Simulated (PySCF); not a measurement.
Give a PBE0-D3(BJ)/def2-SVP geometry of Si(SiH3)4 (`[SiH3][Si]([SiH3])([SiH3])[SiH3]`).

Z-matrix in Å and degrees, rows numbered from 1:
```
Si
Si  1  2.3427
H   2  1.4961  1  109.73
H   2  1.4962  1  110.47  3  -119.99
H   2  1.4957  1  110.12  3   119.79
Si  1  2.3420  2  109.13  3   -55.57
H   6  1.4958  1  110.09  2  -178.21
H   6  1.4961  1  109.81  2    62.09
H   6  1.4957  1  110.55  2   -57.91
Si  1  2.3419  2  110.12  3  -175.90
H  10  1.4956  1  110.24  2   -60.81
H  10  1.4958  1  110.06  2   179.08
H  10  1.4959  1  110.01  2    59.19
Si  1  2.3429  2  109.49  3    62.95
H  14  1.4958  1  109.69  2   -54.43
H  14  1.4958  1  110.13  2  -174.13
H  14  1.4958  1  110.49  2    65.58
```

Si1 (silicon bonded to 4 Si) is tetrahedral (angles from 108.4° to 110.1°). Si2 (silicon bonded to Si and 3 H) is tetrahedral (angles from 108.8° to 110.5°). All 4 Si–Si bonds measure 2.342 to 2.343 Å.

Method: PBE0-D3(BJ)/def2-SVP geometry optimisation, gas phase in PySCF 2.14.0.

Stationary, but not proved a minimum.
